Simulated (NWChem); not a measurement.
System: CH3BiCl2O; SMILES [Bi]([Cl])([O]C)[Cl]

Here is an NWChem input.

```
start job
memory heap 200 mb stack 900 mb global 1100 mb
geometry units angstroms noautoz
  Bi    -0.370315    -0.005428     0.398964
  Cl    -0.356794    -1.884252    -1.244605
  Cl    -0.418470     1.876248    -1.240729
  O      1.683273     0.028168     0.834689
  C      2.648627     0.046895    -0.204229
  H      2.550574     0.946565    -0.854230
  H      3.652484     0.066548     0.271518
  H      2.585643    -0.856107    -0.853909
end
basis spherical
  Bi library def2-svp
  Cl library def2-svp
  O library def2-svp
  C library def2-svp
  H library def2-svp
end
ecp
  Bi library def2-ecp
end
dft
  xc pw6b95
  iterations 150
  mulliken
end
task dft energy
```

Output (shortened):

```
             Northwest Computational Chemistry Package (NWChem) 7.3.0
             --------------------------------------------------------

 C1  symmetry detected

                             Geometry "geometry" -> ""
                             -------------------------

 Output coordinates in angstroms (scale by  1.889725989 to convert to a.u.)

  No.       Tag          Charge          X              Y              Z
 ---- ---------------- ---------- -------------- -------------- --------------
    1 Bi                  83.0000    -0.15253113     0.00069402    -0.52440298
    2 Cl                  17.0000    -0.74287352     1.88165237     1.00692750
    3 Cl                  17.0000    -0.74996832    -1.87934834     1.00534410
    4 O                    8.0000     1.92328572    -0.00371855    -0.20948465
    5 C                    6.0000     2.46144574    -0.00710935     1.10275845
    6 H                    1.0000     2.15272066    -0.90725928     1.68236238
    7 H                    1.0000     3.56867509    -0.01283792     1.01077648
    8 H                    1.0000     2.16203935     0.89572963     1.68301813

 Effective nuclear repulsion energy (a.u.)    1046.9220592185

                                 NWChem DFT Module
                                 -----------------

 Summary of "ao basis" -> "ao basis" (spherical)
 ------------------------------------------------------------------------------
       Tag                 Description            Shells   Functions and Types
 ---------------- ------------------------------  ------  ---------------------
 Bi                         def2-svp                10       26   4s4p2d
 Cl                         def2-svp                 8       18   4s3p1d
 O                          def2-svp                 6       14   3s2p1d
 C                          def2-svp                 6       14   3s2p1d
 H                          def2-svp                 3        5   2s1p

            General Information
            -------------------
          SCF calculation type: DFT
          Wavefunction type:  closed shell.
          No. of atoms     :     8
          No. of electrons :    74
           Alpha electrons :    37
            Beta electrons :    37
          Charge           :     0
          Spin multiplicity:     1
          Use of symmetry is: off; symmetry adaption is: off
          Maximum number of iterations: 150
          AO basis - number of functions:   105
                     number of shells:    47
          Convergence on energy requested:  1.00D-06
          Convergence on density requested:  1.00D-05
          Convergence on gradient requested:  5.00D-04

              XC Information
              --------------
                       PW6B95 Method XC Functional
                     Hartree-Fock (Exact) Exchange  0.280
                    PW6B95 GGA Exchange Functional  0.720
                      PW6B95 Correlation Potential  1.000

             Grid Information
             ----------------
          Grid used for XC integration:  medium
          Radial quadrature: Mura-Knowles
          Angular quadrature: Lebedev.
          Tag              B.-S. Rad. Rad. Pts. Rad. Cut. Ang. Pts.
          ---              ---------- --------- --------- ---------
          Bi                  1.60      123          11.0       590
          Cl                  1.00       88          12.0       590
          O                   0.60       49           9.0       434
          C                   0.70       49          10.0       434
          H                   0.35       45          12.0       434
          Grid pruning is: on
          Number of quadrature shells:   532
          Spatial weights used:  Erf1

      Superposition of Atomic Density Guess
      -------------------------------------

 Sum of atomic energies:       -1277.87985244

      Non-variational initial energy
      ------------------------------

 Total energy =   -1246.840000
 1-e energy   =   -2605.209519
 2-e energy   =     953.761788
 HOMO         =      -0.340163
 LUMO         =      -0.007069

     ---------------------------------------------
      Total Density - Mulliken Population Analysis
     ---------------------------------------------

    Atom       Charge   Shell Charges
 -----------   ------   -------------------------------------------------------
    1 Bi  23    21.16   2.92 -0.87  1.23  0.62  4.72  1.25  0.73  0.46  9.76  0.34
    2 Cl  17    17.59   2.00  1.99  1.23  0.74  5.94  2.18  3.50  0.01
    3 Cl  17    17.59   2.00  1.99  1.23  0.74  5.94  2.18  3.50  0.01
    4 O    8     8.96   1.99  1.11  0.74  3.03  2.08  0.01
    5 C    6     5.90   1.99  0.92  0.23  1.83  0.88  0.05
    6 H    1     0.94   0.69  0.22  0.02
    7 H    1     0.93   0.69  0.22  0.02
    8 H    1     0.94   0.69  0.22  0.02

   convergence    iter        energy       DeltaE   RMS-Dens  Diis-err
 ---------------- ----- ----------------- --------- --------- ---------
 d= 0,ls=0.0,diis     1  -1250.6796809528 -1.66D+03  2.32D-02  8.12D-01
 d= 0,ls=0.0,diis     2  -1250.4131436893  2.67D-01  1.29D-02  3.22D+00
 d= 0,ls=0.0,diis     3  -1250.7961967905 -3.83D-01  3.79D-03  1.12D-01
 d= 0,ls=0.0,diis     4  -1250.8063104596 -1.01D-02  1.52D-03  3.22D-02
 d= 0,ls=0.0,diis     5  -1250.8105953611 -4.28D-03  2.12D-04  6.81D-04
  Resetting Diis
 d= 0,ls=0.0,diis     6  -1250.8106795011 -8.41D-05  5.07D-05  3.15D-05
 d= 0,ls=0.0,diis     7  -1250.8106835508 -4.05D-06  2.59D-05  2.27D-06
 d= 0,ls=0.0,diis     8  -1250.8106834866  6.42D-08  1.45D-05  2.96D-06
 d= 0,ls=0.0,diis     9  -1250.8106838484 -3.62D-07  3.80D-06  3.68D-07

         Total DFT energy =    -1250.810683848422
      One electron energy =    -2608.140303133773
           Coulomb energy =     1042.540182845680
    Exchange-Corr. energy =      -89.818294826343
 Nuclear repulsion energy =      404.607731266013

 Numeric. integr. density =       73.999999929732

[...]
```

Level: PW6B95/def2-SVP with def2 effective core potentials on Bi. Coordinates come from a PBE-D3(BJ)/def2-SVP optimisation. Not confirmed as a minimum by frequencies. def2 effective core potentials on Bi; no spin-orbit coupling.
